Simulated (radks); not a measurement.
The mean radii <r> (bohr) of the occupied orbitals of an atom or ion are listed with their occupations. Calculated with a radial shooting solver on a logarithmic mesh with Libxc functionals: non-relativistic Kohn-Sham, TPSS, spin-polarised, spherical densities, point nucleus; meta-GGA in the generalised Kohn-Sham scheme.

orbital  occ.      <r>
1s up       1  0.08148
1s down     1  0.08147
2s up       1   0.3888
2s down     1   0.3887
2p up       3   0.3506
2p down     3   0.3505
3s up       1    1.203
3s down     1    1.211
3p up       3    1.288
3p down     1    1.305

Name the element and its charge. Open shells, if any, are filled with parallel spins first.

Answer. Z = 19, potassium, charge +3: K3+ in [Ne] 3s2 3p4. The 1s radius gives Z: for a bare nucleus <r> = 1.5/Z, 0.07895 bohr for Z = 19, and screening makes it slightly larger (0.08148 here). The occupations add up to 16, and the charge is Z minus that.
